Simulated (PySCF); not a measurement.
## Relaxation of quartet WOCl

These are results of UPBE0/[W def2-TZVP with ECP60, O def2-TZVP, Cl def2-TZVP], scalar-relativistic core potentials, density fitting, no spin–orbit coupling, PySCF, not measurements. A (50,194) grid was used.

A start displaced from a saddle point along its imaginary mode, of Cs symmetry, held to at least that symmetry:

Coordinates in bohr (charge 0 multiplicity 4):
```
W     0.0016    0.0710   -0.4370
O    -0.0108   -0.4723   -3.6531
Cl   -0.0036   -0.1577    3.9699
```

Optimiser trace:
| step | E − E(last) (kJ/mol) | largest gradient (Eh/bohr) |
| --- | --- | --- |
| 0 | 9.86 | 0.02710 |
| 1 | 7.66 | 0.00919 |
| 2 | 6.68 | 0.00517 |
| 3 | 4.58 | 0.01721 |
| 4 | 3.77 | 0.02593 |
| 5 | 2.12 | 0.01878 |
| 6 | 0.18 | 0.00294 |
| 7 | 0.06 | 0.00432 |
| 8 | 0.01 | 0.00168 |
| 9 | 0.00 | 0.00003 |

It ends at Cs with W–Cl 2.302 Å, W–O 1.689 Å; Cl–W–O 142.2°. A frequency run shows a minimum.

Final geometry:
```xyz
3
charge 0 multiplicity 4, angstrom
W     0.0029    0.1250   -0.2295
O    -0.0134   -0.5853   -1.7624
Cl   -0.0089   -0.3898    2.0136
```

With open d or f shells other occupations or spin states may lie lower. No spin–orbit coupling is included, which matters more the heavier the element.

The relaxation took 22 s on 4 threads of a shared Intel Xeon Platinum 8488C (Sapphire Rapids) host, with 108 basis functions and 11 gradients; the process peaked at 1 GiB.
